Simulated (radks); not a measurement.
Task: Sc III, 19 electrons, occupied as [Ar] 3d1. Method: scalar-relativistic Kohn-Sham, LDA (Slater exchange, Perdew-Wang correlation), spin-polarised, spherical densities, finite nucleus; open shells are filled with parallel spins first; Fermi nuclear charge, rms radius 3.5459 fm; computed with a radial shooting solver on a logarithmic mesh with Libxc functionals. Some entries of the table are withheld. Estimate them.

orbital,occ.,eigenvalue (eV),<r> (bohr)
1s down,1,-4400.886,0.07320
1s up,1,-4400.880,0.07320
2s up,1,-488.5718,0.3446
2s down,1,-488.2993,0.3445
2p up,3,-403.6374,0.3082
2p down,3,-403.4236,0.3081
3s up,1,-70.5447,1.075
3s down,1,-69.6916,1.075
3p up,3,-49.3509,(1)
3p down,3,-48.5027,(2)
3d up,1,-18.4921,(3)
3d down,0,-17.6760,(4)

Result: 
(1) 3p up <r> (bohr): 1.164
(2) 3p down <r> (bohr): 1.164
(3) 3d up <r> (bohr): 1.554
(4) 3d down <r> (bohr): 1.567
